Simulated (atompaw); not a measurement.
## u(r) = r·R(r): atom against pseudo-atom (Lu)

Columns: radius, all-electron u(r) and pseudo u(r) of the 4f shell (level -9.81 eV) of lutetium in the configuration [Kr] 4d10 4f14 5s2 5p6 5d1 6s2 6p0; LDA (PW92), scalar-relativistic, PAW (atompaw) scheme, atompaw 4.2.0.5.

```tsv
r (bohr)	all-electron	pseudo
0.113	0.1787	0.0268
0.227	0.7048	0.3048
0.340	1.0747	0.8414
0.454	1.1905	1.1701
0.567	1.1494	1.1501
0.681	1.0418	1.0418
0.794	0.9173	0.9173
0.908	0.7949	0.7949
1.021	0.6850	0.6850
1.135	0.5879	0.5879
1.248	0.5051	0.5051
1.362	0.4338	0.4338
1.475	0.3737	0.3737
1.588	0.3227	0.3227
1.702	0.2789	0.2789
1.815	0.2419	0.2419
1.929	0.2102	0.2102
2.042	0.1832	0.1832
2.156	0.1599	0.1599
2.269	0.1400	0.1400
2.383	0.1227	0.1227
2.496	0.1079	0.1079
2.610	0.0950	0.0950
2.723	0.0839	0.0839
2.837	0.0741	0.0741
2.950	0.0656	0.0656
```

Question: How many radial nodes do the two functions have?

Answer: The all-electron 4f function has n − l − 1 = 0; the pseudo-wave has 0.

Question: At about which radius was the pseudo-wave matched?

Answer: 0.60 bohr, where the columns begin to agree (steps of 0.11 bohr).

Question: Is the pseudo-wave norm-conserving?

Answer: No, it belongs to a PAW set: the norm inside the radius is not constrained, and the difference is carried by the augmentation charge.
